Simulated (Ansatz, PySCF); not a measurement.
System: CH3Mg (charge 0, doublet). It need not be the lowest isomer of its formula. SMILES: [CH3][Mg]
Geometry: optimised at B3LYP-D3(BJ)/def2-TZVP (Ansatz, a first-principles code).

Quantity: vertical ionisation energy (to the singlet state of charge +1; each state is the SCF solution reached for its spin; the molecule has degenerate orbitals, so one determinant may break the symmetry; for the singlet the Hartree-Fock reference is unstable and T1 is 0.012), in eV. Cores are frozen in the correlated levels unless marked. UHF or UKS for open shells. Spin-orbit coupling is left out. No relativistic terms. CBS(X,Y): correlation extrapolated as X^-3; Hartree-Fock from the larger set. The bracket is a focal-point correction in the basis named.

```csv
level,program,vertical ionisation energy (eV)
HF/def2-SVPD,Ansatz,6.48
HF/def2-QZVPPD,Ansatz,6.46
wB97M-V/def2-TZVPD,Ansatz,6.54
MP2/def2-SVPD,Ansatz,6.49
MP2/def2-TZVPPD,Ansatz,6.51
RI-MP2/def2-QZVPPD,Ansatz,6.52
"RI-MP2/CBS(def2-TZVPPD,def2-QZVPPD)",Ansatz,6.53
CCSD(T)/def2-SVPD,Ansatz,6.52
"RI-MP2/CBS(def2-TZVPPD,def2-QZVPPD)+[CCSD(T)-MP2]/def2-SVPD",Ansatz,6.56
```

For comparison, minus the highest occupied orbital energy (PySCF): 3.97 eV at BP86/def2-TZVPD, 3.99 eV at TPSS/def2-TZVPD, 5.42 eV at M06-2X/def2-TZVPD.
